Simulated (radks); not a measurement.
The numbers below are computed, except where a source is named.
Initial-state core-level shifts of neutral cadmium when its valence configuration changes from [Kr] 4d10 5s2. Code: a radial shooting solver on a logarithmic mesh with Libxc functionals. Model: scalar-relativistic Kohn-Sham, r2SCAN, spin-polarised, spherical densities, finite nucleus; open shells are filled with parallel spins first (spin-orbit coupling, left out, can overturn this in heavy ions); meta-GGA in the generalised Kohn-Sham scheme; Fermi nuclear charge, rms radius 4.6087 fm. Shifts are changes of the shell-averaged eigenvalues in eV (positive: less bound); the change of the density at the nucleus, which sets a Mossbauer isomer shift, is in e/bohr^3, on a base of 1.636e+05.

valence                1s       2p       3p       4p  density at nucleus
4d9 5s2 5p1        -6.977   -7.211   -7.125   -6.361              +13.95
4d10 5s1.5 5p0.5   -0.938   -0.912   -0.921   -0.953              -10.30
4d8 5s2 5p2       -13.854  -14.394  -14.160  -12.334              +29.12
4d10 5p2           -3.385   -3.279   -3.319   -3.442              -44.30
4d9.5 5s1.5 5p1    -4.272   -4.358   -4.332   -4.009               -4.64
4d8 5p4           -16.832  -17.293  -17.088  -15.258              -33.38
4d10 5s0.5 5p1.5   -2.523   -2.443   -2.475   -2.575              -32.92
4d10 5s1 5p1       -1.619   -1.568   -1.590   -1.661              -21.64
4d9 5s1 5p2        -8.079   -8.281   -8.216   -7.485              -11.90
